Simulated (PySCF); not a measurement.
CH7NSi3, SMILES [SiH3][Si@H]1N=C[SiH2]1.

Coordinates come from a r2SCAN-D4/def2-SVP optimisation. The structure was generated by enumeration; whether it is a known compound was not checked.

Two levels are set side by side: PBE/def2-TZVP (PySCF) and B3LYP/def2-TZVP (PySCF). Same geometry, gas phase. Differences are taken from unrounded values.

```tsv
quantity	B3LYP	PBE	PBE minus B3LYP
orbital gap (eV)	5.09	3.14	-1.95
highest occupied level (eV)	-6.61	-5.54	1.07
lowest empty level (eV)	-1.52	-2.40	-0.88
dipole moment (D)	1.61	1.41	-0.20
mean polarisability (bohr³)	104.0	107.8	3.8
```

PBE's occupied levels lie high since its potential decays too fast outside the molecule; exact exchange lowers them and widens the gap. PBE's more diffuse valence density responds more strongly to a field. Differences between two approximate levels are no errors against the true value.

Rough cost on one machine, each run with all the roots and properties that it gave: B3LYP against PBE within a factor of 2.
